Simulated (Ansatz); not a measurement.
C2H8BIn, SMILES `C[B](C)[InH2]` at its PBE0-D4/def2-TZVP geometry, where that method's forces vanish. The species carries charge 0 and has multiplicity 1. In: def2 effective core potential.

```csv
atom,x (Å),y (Å),z (Å)
C1,1.054,1.117,-0.491
B2,0.080,-0.020,-0.043
C3,0.471,-1.506,-0.330
In4,-1.868,0.477,1.004
H5,0.604,2.083,-0.727
H6,1.693,1.291,0.392
H7,1.731,0.823,-1.300
H8,0.080,-2.258,0.358
H9,0.011,-1.725,-1.308
H10,1.548,-1.660,-0.462
H11,-3.395,0.644,0.187
H12,-2.010,0.736,2.719
```

Question: For each bond, give half the difference of the two atoms' forces along it (eV/Å; positive pushes the atoms apart) under PBE-D4, r2SCAN-D4, B3LYP-D4, ωB97M-V in def2-TZVPP. (An estimate is asked.)

Answer: Ansatz gave: 
```
   bond  length (Å)  PBE-D4  r2SCAN-D4  B3LYP-D4  ωB97M-V
  C1–B2       1.563   -0.06       0.01      0.02     0.09
  C1–H5       1.092    0.11      -0.02     -0.04    -0.05
  C1–H6       1.103    0.14       0.00     -0.04    -0.04
  C1–H7       1.096    0.15       0.00     -0.03    -0.08
  B2–C3       1.563   -0.06       0.01      0.02     0.09
 B2–In4       2.266   -0.09      -0.04      0.04    -0.02
  C3–H8       1.092    0.11      -0.02     -0.04    -0.05
  C3–H9       1.103    0.14       0.00     -0.04    -0.04
 C3–H10       1.096    0.15       0.00     -0.03    -0.08
In4–H11       1.740    0.11      -0.01      0.03    -0.08
In4–H12       1.740    0.11      -0.01      0.03    -0.08
```

B3LYP here is the variant with VWN-RPA as its local correlation; programs differ in this.
